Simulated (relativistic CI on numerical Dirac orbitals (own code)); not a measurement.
Method of calculation: Dirac-Coulomb-Breit CI, separate exchange-only KLI orbitals for each configuration, model QED, unscaled Slater integrals (own radial code, finite nucleus).

The strongest absorption lines from the ground level of an ion, among the configurations computed and to levels below about 12900 eV (vacuum wavelength in Å, gf): 0.9805 (0.45), 1.1203 (0.33), 1.1393 (0.7), 1.1403 (1.2), 1.1409 (2.1), 1.1663 (0.66), 1.2990 (2.2), 6.7233 (0.55).

Task: Which ion is it?
A. Er61+
B. W67+
C. Sm55+
D. W65+

Result: B. W67+ has 7 electrons and the ground level 2s²2p³ ²P°3/2; the strongest line goes to 2s²2p²3d ²D5/2. The pattern of lines fixes the number of electrons, and along that sequence the line energies rise steadily with the charge (about as its square where n changes within one kind of shell, about linearly where n is kept but much faster in heavy ions where fine structure, which grows about as Z⁴, sets the gap, and irregularly where shells cross), which fixes Z. Configurations outside the model, such as inner-shell arrays, can give stronger lines. At this charge energies of transitions that change n are usually good to better than 1 %, and those within a shell (Δn = 0) to a few per cent.

LS names give the leading component of a level, which can be under half, so a name can repeat, a term be missing and a line seem to break the LS rules.
